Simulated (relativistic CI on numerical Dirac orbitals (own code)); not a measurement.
## d3 in a ligand field

Computed with a parametric ligand-field model of a d^n configuration (Racah B and C, spin-orbit zeta, crystal field), exact diagonalisation.

Field parameters in Wybourne normalisation: Oh B⁴₀ = 21Dq, B⁴₄ = √(5/14) B⁴₀; Td as Oh with Dq negative (B⁴₀ = 21Dq, B⁴₄ = √(5/14) B⁴₀). The field is a parameter set, without covalency.

(1) Lowest levels for B = 480, C = 1740, ζ = 2500 cm⁻¹, Oh, 10Dq = 28650 cm⁻¹?

(2) Lowest levels for B = 630, C = 2210, ζ = 140 cm⁻¹, Td, 10Dq = -2950 cm⁻¹?

(3) Lowest levels for B = 850, C = 3660, ζ = 450 cm⁻¹, Td, 10Dq = -6600 cm⁻¹?

(4) Lowest levels for B = 590, C = 3050, ζ = 1350 cm⁻¹, Oh, 10Dq = 39600 cm⁻¹?

(5) Lowest levels for B = 340, C = 1760, ζ = 1500 cm⁻¹, Oh, 10Dq = 34050 cm⁻¹?

Answers

(1) Γ8 0 (S 1.46), Γ8 8410 (S 0.56), Γ8 9403 (S 0.52), Γ6 10039 (S 0.52), Γ7 15700 (S 0.54), Γ8 16725 (S 0.57), Γ7 28361 (S 1.48), Γ8 28881 (S 1.46), Γ8 29432 (S 1.46) cm⁻¹, with S from ⟨S²⟩ = S(S + 1). The ground level has 0.02 electrons in the cubic e pair.

(2) Γ8 0 (S 1.50), Γ7 15 (S 1.50), Γ8 180 (S 1.50), Γ6 288 (S 1.50), Γ7 2546 (S 1.50), Γ8 2572 (S 1.50), Γ6 2640 (S 1.50), Γ8 2650 (S 1.50), Γ8 5560 (S 1.50) cm⁻¹, with S from ⟨S²⟩ = S(S + 1). The ground level has 1.87 electrons in the cubic e pair.

(3) Γ8 0 (S 1.50), Γ7 77 (S 1.50), Γ8 586 (S 1.50), Γ6 929 (S 1.50), Γ7 5914 (S 1.50), Γ8 5971 (S 1.50), Γ6 6216 (S 1.50), Γ8 6255 (S 1.50), Γ8 10888 (S 0.51) cm⁻¹, with S from ⟨S²⟩ = S(S + 1). The ground level has 1.90 electrons in the cubic e pair.

(4) Γ8 0 (S 1.50), Γ8 13839 (S 0.51), Γ8 14098 (S 0.50), Γ6 14440 (S 0.50), Γ8 22683 (S 0.51), Γ7 22746 (S 0.51), Γ7 39170 (S 1.50), Γ8 39494 (S 1.49), Γ8 39961 (S 1.49) cm⁻¹, with S from ⟨S²⟩ = S(S + 1). The ground level has 0.00 electrons in the cubic e pair.

(5) Γ8 0 (S 1.49), Γ8 7845 (S 0.51), Γ8 8246 (S 0.50), Γ6 8519 (S 0.50), Γ7 13636 (S 0.51), Γ8 14043 (S 0.52), Γ7 33639 (S 1.49), Γ8 33944 (S 1.49), Γ8 34383 (S 1.48) cm⁻¹, with S from ⟨S²⟩ = S(S + 1). The ground level has 0.01 electrons in the cubic e pair.
